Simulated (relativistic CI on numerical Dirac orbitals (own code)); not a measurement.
## How well does a small relativistic CI reproduce Ga3+?

Method of calculation: Dirac-Coulomb-Breit CI, orbitals from a KLI potential per configuration, model QED (radiative potential, 1s self-energy scaled to tabulated hydrogen-like ionisation energies), valence Slater integrals scaled by 0.85, configuration energies shifted to the measured levels that pair with them (semi-empirical) (own radial code, finite nucleus).

Configuration list (outside the closed core [Ar]): 3d10, 3d9.4s, 3d9.4p, 3d9.4d, 3d9.5s, 3d9.5p, 3d8.4s.4p, 3d9.5d, 3d8.4s2, 3d9.4f, 3d9.5f, 3d9.5g, 3d8.4p2, 3d8.4s.4d. Levels of other configurations are missing.

```tsv
Configuration	Term (tabulated)	J	Measured (cm⁻¹)	Computed	Error	Purity (%)
3d10	1S	0	0.0	0	0	100
3d9.4s	3D	3	149512.1	149587	75	100
3d9.4s	3D	2	150967.0	150988	21	86
3d9.4s	3D	1	153085.9	153065	-21	100
3d9.4s	1D	2	156024.7	155831	-193	86
3d9.4p	3P°	2	224243.3	224590	347	97
3d9.4p	3P°	1	227320.4	227520	200	97
3d9.4p	3F°	3	227681.2	227830	149	69
3d9.4p	3F°	4	228952.8	228900	-53	100
3d9.4p	3P°	0	229140.3	229271	130	100
3d9.4p	3F°	2	230040.0	230093	53	94
3d9.4p	1F°	3	233192.3	233030	-162	58
3d9.4p	1D°	2	233824.7	233651	-173	60
3d9.4p	3D°	3	234939.5	234545	-394	66
3d9.4p	1P°	1	236311.9	236848	536	90
3d9.4p	3D°	1	236906.5	236241	-666	89
3d9.4p	3D°	2	237458.0	237057	-401	58
3d9.4d	3S	1	328763.7	329571	807	89
3d9.4d	3G	5	332554.3	332553	-1	100
3d9.4d	3G	4	332730.5	332732	1	60
3d9.4d	3P	2	332757.5	332773	15	78
3d9.4d	3D	3	333964.2	333852	-113	84
3d9.4d	3P	0	334403.3	334429	26	99
3d9.4d	3F	4	336790.0	334553	-2237	66
3d9.4d	3D	1	336933.8	336791	-143	80
3d9.5s	3D	3	343319.9	343364	44	99
3d9.5s	3D	2	343912.7	343944	31	55
3d9.5s	3D	1	346887.6	346857	-31	99
3d9.5s	1D	2	347402.8	347369	-34	55
3d9.5p	3P°	2	368684.0	368765	81	94
3d9.5p	3F°	3	369718.0	369777	59	57
3d9.5p	3F°	4	370123.0	370082	-41	100
3d9.5p	3P°	1	370458.0	370557	99	76
3d9.5p	3D°	3	371636.0	371650	14	81
3d9.5p	3P°	0	372649.0	372599	-50	100
3d9.5p	3F°	2	373171.0	373150	-21	73
3d9.5p	1P°	1	373824.0	374135	311	75
3d9.5p	3D°	1	374883.0	374869	-14	91
3d9.5p	3D°	2	375134.0	375094	-40	60
3d8.4s.4p	5D°	4	403072.0	403072	0	94
3d8.4s.4p	5D°	3	405366.0	405448	82	91
3d8.4s.4p	5D°	2	407383.0	407457	74	92
3d9.5d	3S	1	407846.0	408115	269	77
3d8.4s.4p	5G°	4	408135.0	407459	-676	76
3d9.5d	3G	5	409158.0	409143	-15	100
3d9.5d	3P	2	409319.0	409326	7	69
3d9.5d	3D	3	409716.0	409749	33	84
3d9.5d	3F	4	410220.0	410213	-7	82
3d9.5d	3P	0	411044.0	411200	156	100
3d8.4s.4p	5F°	4	412166.0	411092	-1074	77
3d9.5d	3G	3	412803.0	412726	-77	80
3d9.5d	3D	1	413010.0	412975	-35	74
```

Measured levels from Shirai, Reader, Kramida and Sugar, J. Phys. Chem. Ref. Data 36, 509 (2007); pairs were made by configuration, J and term (by order where the table uses no LS term), so strongly mixed levels may be paired wrongly.

Mean error by configuration (cm⁻¹): 3d9.4s -30; 3d9.4p -36; 3d9.4d -206; 3d9.5s 3; 3d9.5p 40; 3d8.4s.4p -319; 3d9.5d 41. Over the excited levels the mean absolute error is 202 cm⁻¹ (51 of the 69 excited levels that our extract of the source holds in range could be paired, and the others can miss by more), and the median relative error of those above 1,000 cm⁻¹ is 0.02 %, both after the shifts were fitted to these levels, so that a configuration with one level shows no error.

Configurations whose levels could be paired with our table of measured levels were shifted onto them, all but the ground configuration, by the median error of their levels; single terms can still be off by 1,000 to 2,000 cm⁻¹ or more, and rates follow the energies as ν³ (E1, M1) or ν⁵ (E2). The others borrow a shift and can be off by several thousand cm⁻¹ or more. The fine structure of a lone outer electron comes out too small, for d and f at times inverted, and misplaced configurations move strength between like terms. 51 of the 69 excited levels that our extract of the measured tables holds in this range could be paired (the sources list more); they are missed by 202 cm⁻¹ on average and 2237 at most, after the shifts were fitted to these levels, and levels without a partner can miss by more.

Shifts applied (cm⁻¹): 3d10 0; 3d9.4s 4344; 3d9.4p 5306; 3d9.4d 8820; 3d9.5s 8914; 3d9.5p 9010; 3d8.4s.4p 8934; 3d9.5d 9215.
